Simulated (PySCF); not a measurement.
PySCF input file for Sb(Br)(OH)2 (BrH₂O₂Sb), SMILES [OH][Sb]([OH])[Br], IEF-PCM-PBE0/def2-SVP. Coordinates come from a B3LYP-D3(BJ)/def2-SVP optimisation. The structure was generated by enumeration; whether it is a known compound was not checked. The def2 effective core potentials stand for the cores of Sb; spin–orbit coupling is left out. Other conformers were not sampled.

```python
import numpy as np
from pyscf import gto, scf, dft
from pyscf.solvent import pcm

mol = gto.M(
    atom='''
    Sb    0.31332136    0.47299636    0.66399996
    Br   -0.83547750   -1.32909883   -0.77917324
    O    -0.54646986    1.98196998   -0.30193202
    H    -1.00728355    1.68165913   -1.10125036
    O     2.07760644    0.51514218   -0.23702403
    H     2.02051406    0.73708874   -1.18003622
    ''',
    basis='def2-SVP',
    ecp={'Sb': 'def2-svp'},
    charge=0,
    spin=0,
    max_memory=1600,
    verbose=3,
)
mf = dft.RKS(mol, xc='pbe0').density_fit(auxbasis='def2-universal-jkfit')
mf.grids.level = 3
mf.conv_tol = 1e-9
mf.max_cycle = 100
mf.kernel()
res = {}
for name, eps in {'water': 78.355, 'ethylethanoate': 5.9867, 'toluene': 2.3741}.items():
    s = mf.PCM()
    s.with_solvent.method, s.with_solvent.eps, s.with_solvent.lebedev_order = 'IEF-PCM', eps, 29
    s.kernel(mf.make_rdm1())
    res[name] = (s.e_tot, eps, s.dip_moment(), s.mo_energy, s.converged)
    print(f'{name}: electrostatic solvation free energy {(s.e_tot - mf.e_tot) * 627.509474:.3f} kcal/mol')
```

Program output:

```
converged SCF energy = -2965.23883028109

WARN: PCM is an experimental feature. It is still in testing.
Features and APIs may be changed in the future.

converged SCF energy = -2965.2523184772
Dipole moment(X, Y, Z, Debye): -0.17461,  0.92911,  0.59603
water: electrostatic solvation free energy -8.464 kcal/mol

WARN: PCM is an experimental feature. It is still in testing.
Features and APIs may be changed in the future.

converged SCF energy = -2965.24918278753
Dipole moment(X, Y, Z, Debye): -0.17161,  0.84363,  0.55085
ethylethanoate: electrostatic solvation free energy -6.496 kcal/mol

WARN: PCM is an experimental feature. It is still in testing.
Features and APIs may be changed in the future.

converged SCF energy = -2965.24511494519
Dipole moment(X, Y, Z, Debye): -0.17813,  0.73702,  0.47745
toluene: electrostatic solvation free energy -3.944 kcal/mol
```

The calculation finished and met its thresholds.

Cost: about 40 core-seconds (a rough figure).
